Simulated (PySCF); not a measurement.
Species: C₄H₁₁NOSi.
Z-matrix (Å and degrees, PBE0-D3(BJ)/def2-SVP geometry), rows numbered from 1:
```
N 
C   1  1.4464
C   2  1.5301  1  116.91
C   3  1.5359  2  113.11  1   -59.85
O   4  1.4110  3  109.94  2  -165.79
Si  5  1.6829  4  112.21  3    24.82
C   3  1.5388  2  113.53  1   178.16
H   1  1.0172  2  111.41  3    61.60
H   1  1.0179  2  110.88  3   -57.19
H   2  1.1053  1  108.40  3  -122.90
H   2  1.1033  1  108.52  3   123.01
H   3  1.1075  2  107.96  1    58.48
H   4  1.1023  3  111.37  2    73.64
H   4  1.1101  3  109.48  2   -44.77
H   6  1.4936  5  110.60  4  -121.79
H   6  1.4932  5  111.57  4   117.13
H   7  1.0998  3  112.54  2   -75.97
H   7  1.1048  3  110.34  2    44.00
```

Linear response at wB97X-D/def2-SVPD (PySCF, frozen core in the response, non-relativistic).

Static isotropic polarisability: 83.56 au (12.38 Å³), principal values 73.6, 77.4, 99.7 au.

**Question.** What is the polarisability at 1064 nm and at the sodium D line?

**Answer.** 84.19 au at 1064 nm (+0.8 %), 85.66 au at 589.3 nm (+2.5 %). The rise at 589.3 nm is 3.34 times that at 1064 nm; a pure ω² law gives 3.26. The lowest singlet lies at 189 nm, shorter than both wavelengths.

**Question.** What is the isotropic C6 coefficient between two such molecules, C6 = (3/π)∫α(iω)² dω?

**Answer.** 2957 au (Eh·bohr⁶) by a ten-point quadrature over imaginary frequencies, which is 1770 eV·Å⁶ or 170 J·nm⁶/mol.

**Question.** Which effective excitation energy ω̄ makes London's formula C6 = (3/4)α²ω̄ exact here?

**Answer.** ω̄ = 4·C6/(3α²) = 0.565 Eh = 15.4 eV. A one-pole form α(ω) = α/(1 − ω²/ω̄²) fitted to the 1064 nm value gives 13.5 eV. London's choice of the ionisation energy (9.27 eV, ΔSCF at the same level) gives C6 = 1780 au, 40 % too low.

**Question.** What molar refraction at the D line follows from R = (4π/3)·N_A·α′, with α′ the polarisability volume?

**Answer.** α′ = 12.69 Å³ gives R = 32.02 cm³/mol, for isolated, non-vibrating species.

**Question.** What three-body coefficient follows from the one-pole estimate C9 = (3/4)·α·C6?

**Answer.** 185000 au. This is an estimate from the two numbers above, not a computed integral.

**Question.** What n − 1 at the D line would an ideal gas of it have at 273.15 K and 1 atm (2.6868 × 10¹⁹ cm⁻³), by n − 1 = 2π·N·α′?

**Answer.** 21.43 × 10⁻⁴, a formal value whether or not that pressure can be reached.

One conformer stands for the species.

The pairwise dispersion term of wB97X-D wasn't added to the energies; at a given geometry it leaves orbitals and properties as they are.
